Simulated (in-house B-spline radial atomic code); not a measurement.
Configurations of neutral copper, with energies counted from [Ar] 3d10 4s1. Level of theory: non-relativistic BP86, spin-polarised, spherical fractional occupations, point nucleus; calculated with an all-electron radial atomic-structure program (B-spline basis). Shells without spins written out take the highest spin.

Occupations are held fixed; configurations that lie above the ionisation limit could autoionise.

```tsv
configuration	E - E(ref) (eV)	highest orbital	its <r> (bohr)
[Ar] 3d10 5s(1 up, 0 down)	5.539	5s up	8.04
[Ar] 3d9 4s1 4p1	6.2164	4p up	3.725
[Ar] 3d10 5d1	7.2169	5d up	18.55
[Ar] 3d10 4f1	7.2875	4f up	16.54
[Ar] 3d(4 up, 5 down) 4s(1 up, 0 down) 5s(0 up, 1 down)	8.8333	5s down	7.593
[Ar] 3d9 4s1 5f1	10.829	5f up	27.64
```

(1) Order these further configurations by energy, lowest first.
A. [Ar] 3d9 4s1 4f1
B. [Ar] 3d10 4d1
C. [Ar] 3d10 5p(1 up, 0 down)
D. [Ar] 3d9 4s1 4d1
E. [Ne] 3s2 3p5 3d10 4s1 5d1

(2) How far above the reference does [Ne] 3s2 3p5 3d10 4s1 5f1 lie?

(3) How far above the reference does [Ar] 3d(5 up, 4 down) 4s(1 up, 0 down) 5p(1 up, 0 down) lie?

Results:

(1) C (6.3107 eV), B (6.6189 eV), D (9.7949 eV), A (10.544 eV), E (77.078 eV).

(2) 77.51 eV; its least bound orbital is 5f up with <r> = 27.64 bohr.

(3) 9.4558 eV; its least bound orbital is 5p up with <r> = 9.857 bohr.
